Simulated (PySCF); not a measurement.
Compound: C₅H₈O₂.
InChI=1S/C5H8O2/c1-2-5-4(6)3-7-5/h5H,2-3H2,1H3/t5-/m1/s1

Torsions of this conformer, `[CH3:1][CH2:2][C@H:3]1[O:4][CH2:5][C:6]1=[O:7]`: C1–C2–C3–O4 -178°.

The closed-shell ground state was solved at several levels (PySCF, density fitting, gas phase, non-relativistic). The structure is a single PBE0-D3(BJ)/def2-SVP conformer in the gas phase; no vibrational or solvent corrections.

| level | basis functions | HOMO (eV) | LUMO (eV) | gap (eV) | dipole (D) |
| --- | --- | --- | --- | --- | --- |
| wB97X-D/def2-SVPD | 210 | -9.49 | 0.77 | 10.26 | 1.09 |
| wB97X-D/pcSseg-2 | 364 | -9.39 | 0.85 | 10.24 | 1.09 |
| PBE0/pcSseg-1 | 159 | -7.54 | -0.98 | 6.56 | 0.89 |

Question: Estimate the row for B3LYP/pcJ-1, a basis of 269 functions; the other rows only guide the guess.

Answer: HOMO -7.31 eV, LUMO -1.23 eV, gap 6.08 eV, dipole 0.90 D.

Question: Over all these levels, which gives the widest orbital gap and which the narrowest?

Answer: wB97X-D/def2-SVPD (range-separated hybrid) has the widest, 10.26 eV, and B3LYP/pcJ-1 (global hybrid, 20 % exact exchange) the narrowest, 6.08 eV. Functional and basis both differ between the two, so the spread mixes both effects.

Question: How far do the dipole and the HOMO energy spread over the levels?

Answer: The dipole runs from 0.89 to 1.09 D (mean 0.99 D) and the HOMO from -9.49 to -7.31 eV.
